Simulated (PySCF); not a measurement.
# Two-component Hartree-Fock for Pt(61+) (platinum, charge +61)

Start: [Ne] 3s2 3p5; 3p1/2 filled at m_j = -1/2, +1/2; 3p3/2 filled at m_j = -1/2, +1/2, +3/2. Calculated with PySCF 2.14 in an uncontracted even-tempered set (18 s from 19 bohr⁻², ratio 2.4; 14 p from 25 bohr⁻², ratio 2.4; 4 d from 90 bohr⁻², ratio 2.6; 4 f from 140 bohr⁻², ratio 2.6): generalised Hartree-Fock with the X2C-1e Hamiltonian and a Gaussian nucleus; one run each with spin-orbit coupling (SO) switched off, then screened by Boettger's factors.

```
spinor shell  electrons  ε, spin-free (eV)  ε, screened SO (eV)  weight of nominal j (screened SO)  rms radius, screened SO (bohr)
       1s1/2          2           -83634.5             -83602.9                              1.000                          0.0194
       2s1/2          2           -18630.2             -18619.3                              1.000                          0.0773
       2p1/2          2           -16792.4             -18059.3                              1.000                          0.0654
       2p3/2          4           -16792.4             -16288.2                              1.000                          0.0729
       3s1/2          2            -7336.9              -7333.1                              1.000                           0.187
       3p1/2          2            -6787.8              -7112.9                              1.000                           0.177
       3p3/2          3            -6787.8              -6655.2                              1.000                           0.190
```

| quantity | spin-free | screened SO |
| --- | --- | --- |
| E (hartree) | -14313.66312 | -14344.63131 |
| M_J | 3/2 | 3/2 |
| ⟨J²⟩ | 3.750 | 3.750 |
| ⟨L²⟩ | 2.000 | 2.058 |
| ⟨S²⟩ | 0.750 | 0.808 |

Each row is a mean over spinors that exchange with the open shell spreads, by up to 30.121 eV (3s1/2).

Breit and QED terms are absent; they matter most for the inner s and p1/2 levels.

Densities and radii are taken from the X2C orbitals without a picture-change correction, which distorts them close to the nucleus.

Without spin-orbit coupling the j labels of p, d and f shells carry no meaning; the spin-free column gives the mean over the occupied spinors of each nl shell.
